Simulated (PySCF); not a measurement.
Excitations are Tamm–Dancoff values on a coarser integration grid. The basis has no diffuse functions, so Rydberg states are missing or too high.

**BClI₂, SMILES `ClB(I)I` (charge 0, multiplicity 1)**

Calculation: ωB97X-D3(BJ)/def2-TZVP // PBE0-D3(BJ)/def2-TZVP (PySCF).

The HOMO comes out as -9.86 eV and the dipole moment is 0.06 D. The LUMO is -0.21 eV and the HOMO–LUMO gap is 9.64 eV. The S1 excitation (TDA) is 4.47 eV and the S1 oscillator strength comes out as 0.000. The brightest of the four lowest singlets (TDA) comes out as 5.30 eV, the T1 excitation (TDA) is 4.34 eV and the S1–T1 gap (TDA) is 0.13 eV. The total energy comes out as -1080.7799 Ha and the cost is very roughly 120 core-seconds.

```xyz
4

Cl    -0.0963     1.8234     0.0043
B     -0.0050     0.0945     0.0002
I     -1.7797    -1.0556    -0.0127
I      1.8810    -0.8623     0.0082
```
Charge 0, spin multiplicity 1.
